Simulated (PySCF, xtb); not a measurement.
C₂H₆FGaO, SMILES [CH2]([Ga]([F])[OH])C. The values are those of a single conformer.

Harmonic wavenumbers (cm⁻¹) from GFN2-xTB run with xtb 6.7.1 at its own minimum, in rising order: 39, 75, 113, 150, 218, 233, 248, 410, 430, 481, 573, 662, 927, 980, 1061, 1183, 1201, 1402, 1435, 1481, 1482, 2958, 2966, 3002, 3004, 3010, 3670.

Question: What does PBE0-D3(BJ)/def2-SVP (PySCF) give at its own minimum? (Estimate from the structure and the level; the computed values follow.)

Answer: 35, 88, 148, 201, 238, 271, 344, 551, 639, 702, 724, 781, 948, 972, 1063, 1227, 1243, 1397, 1429, 1471, 1479, 3048, 3071, 3121, 3135, 3144, 3920. Paired by order, the mean absolute difference is 77 cm⁻¹ and the zero-point energies are 47.7 and 50.6 kcal/mol.
